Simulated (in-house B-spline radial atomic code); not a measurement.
## LC-wPBE excitations of Cd²⁺

Method: LC-wPBE. Computed with an all-electron radial atomic-structure program (B-spline basis): linear response of the closed shell [Kr] 4d10 with the functional's adiabatic kernel; non-relativistic, point nucleus, no spin-orbit coupling, no double excitations, S, P, D and F terms only; shells from n = 2 respond. Only terms of natural parity with L up to 3 were computed.

Without relativity these are model numbers for so heavy an element.

Command:
```bash
python run_td.py task.json out
```
Settings (radii: box in bohr, nucleus in fm):
```
Z                        48
electrons                46
configuration            [Kr] 4d10
hamiltonian              nr
method                   lc_wpbe
box_radius               29.48
intervals                57
```

Time taken, with all properties: 5.3 s on 1 thread of Arm Neoverse N1, with other jobs on the host.

The lowest states, in the order of their Tamm-Dancoff energies; the method's threshold (minus the highest occupied level) is 35.83 eV. Labels give the largest channel, * marks a mixed state, and oscillator strengths are full-response dipole values. Semilocal kernels can invert the small singlet-triplet splittings of Rydberg terms. Energies in eV:

```csv
state,full response,Tamm-Dancoff,oscillator strength
4d → 5s 3D,10.773,10.794,-
4d → 5s 1D,11.369,11.381,-
4d → 5p 3P,?,?,-
4d → 5p 3F,16.747,16.765,-
4d → 5p 1F,17.031,17.033,-
4d → 5p 1P,17.694,17.758,0.684
4d → 5d 3S,24.091,24.102,-
4d → 6s 3D,24.243,24.247,-
4d → 6s 1D,?,?,-
4d → 5d 3D,24.378,24.381,-
```

(1) Where does 4d → 6s 1D lie?

(2) Where does 4d → 5p 3P lie?

(3) How large is the singlet-triplet splitting of 4d → 5s (D terms) in Tamm-Dancoff?

(4) What polarisabilities and dispersion coefficient does the method give?

## Answers

(1) At 24.345 eV in full response, 24.347 eV in Tamm-Dancoff.

(2) At 16.589 eV in full response, 16.616 eV in Tamm-Dancoff.

(3) 0.587 eV, from the unrounded values.

(4) Dipole 5.177 bohr³, quadrupole 18.85 bohr⁵, C6 26.01 hartree·bohr⁶ for two such species.
